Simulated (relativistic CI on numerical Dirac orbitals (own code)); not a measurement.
Calculated levels, Sr X

Computed by Dirac-Coulomb-Breit CI, separate exchange-only KLI orbitals for each configuration, QED by a radiative potential, unscaled Slater integrals (own radial code, finite nucleus).

Configuration list (outside the closed core [Ar]): 3d10.4s, 3d10.4p, 3d10.4d, 3d10.4f, 3d10.5s, 3d10.5p, 3d10.5d, 3d9.4s2, 3d10.6s, 3d9.4p2, 3d10.5f, 3d10.5g, 3d10.6p, 3d8.4s.4p2, 3d10.6d, 3d9.4s.4p. Levels of other configurations are missing.

The lowest level is 3d10.4s 2S_1/2, with 100 % of that term; Hund's rules for 3d10.4s give 2S with J = 1/2, in agreement.

```tsv
No.	Configuration	Term	J	E (cm⁻¹)	%	Next component (%)	Landé g	jj configuration (%)
1	3d10.4s	2S	1/2	0	100		2.002	4s (100)
2	3d10.4p	2P°	1/2	173807	100		0.665	4p1/2 (100)
3	3d10.4p	2P°	3/2	188756	100		1.334	4p3/2 (100)
4	3d10.4d	2D	3/2	462130	100		0.799	4d3/2 (100)
5	3d10.4d	2D	5/2	464326	100		1.200	4d5/2 (100)
6	3d10.5s	2S	1/2	662755	100		2.002	5s (100)
7	3d10.4f	2F°	7/2	713917	100		1.143	4f7/2 (100)
8	3d10.4f	2F°	5/2	713990	100		0.857	4f5/2 (100)
9	3d10.5p	2P°	1/2	734123	100		0.666	5p1/2 (100)
10	3d10.5p	2P°	3/2	740097	100		1.334	5p3/2 (100)
11	3d10.5d	2D	3/2	855789	100		0.799	5d3/2 (100)
12	3d10.5d	2D	5/2	856744	100		1.200	5d5/2 (100)
13	3d9.4s2	2D	5/2	939554	98	2 3d9.4p2 2D	1.199	3d5/2^5 (98)
14	3d10.6s	2S	1/2	947014	100		2.002	6s (100)
15	3d9.4s2	2D	3/2	953932	98	2 3d9.4p2 2D	0.798	3d3/2^3 3d5/2^6 (98)
16	3d10.5f	2F°	7/2	967029	100		1.143	5f7/2 (100)
17	3d10.5f	2F°	5/2	967079	100		0.857	5f5/2 (100)
18	3d10.5g	2G	7/2	980869	100		0.889	5g7/2 (100)
19	3d10.5g	2G	9/2	980888	100		1.111	5g9/2 (100)
20	3d10.6p	2P°	1/2	983276	100		0.666	6p1/2 (100)
21	3d10.6p	2P°	3/2	986319	100		1.334	6p3/2 (100)
22	3d10.6d	2D	3/2	1046493	100		0.799	6d3/2 (100)
23	3d10.6d	2D	5/2	1047009	100		1.200	6d5/2 (100)
24	3d9.4s.4p	4P°	5/2	1081569	89	9 4D°	1.566	3d5/2^5 4s 4p1/2 (75)
25	3d9.4s.4p	4F°	5/2	1090798	57	35 2F°	1.001	3d5/2^5 4s 4p1/2 (77)
26	3d9.4s.4p	4F°	7/2	1091554	74	14 2F°	1.246	3d5/2^5 4s 4p1/2 (69)
27	3d9.4s.4p	4P°	3/2	1091642	74	13 4D°	1.555	3d5/2^5 4s 4p1/2 (40)
28	3d9.4s.4p	4F°	3/2	1098535	89	8 4P°	0.527	3d3/2^3 3d5/2^6 4s 4p1/2 (74)
29	3d9.4s.4p	4F°	9/2	1098640	100		1.333	3d5/2^5 4s 4p3/2 (100)
30	3d9.4s.4p	4P°	1/2	1101451	88	8 4D°	2.373	3d3/2^3 3d5/2^6 4s 4p3/2 (53)
```

Energies count from the lowest computed level; ° marks odd parity. Filled j subshells are mostly left out of the jj labels.

The mean weight of the leading LS term, summed over parents, in these 30 levels is 96 %, and that of the leading jj configuration (from the same eigenvectors) 93 %.

At this charge energies of transitions that change n are usually good to better than 1 %, and those within a shell (Δn = 0) to a few per cent.

LS names give the leading component of a level, which can be under half, so a name can repeat, a term be missing and a line seem to break the LS rules.
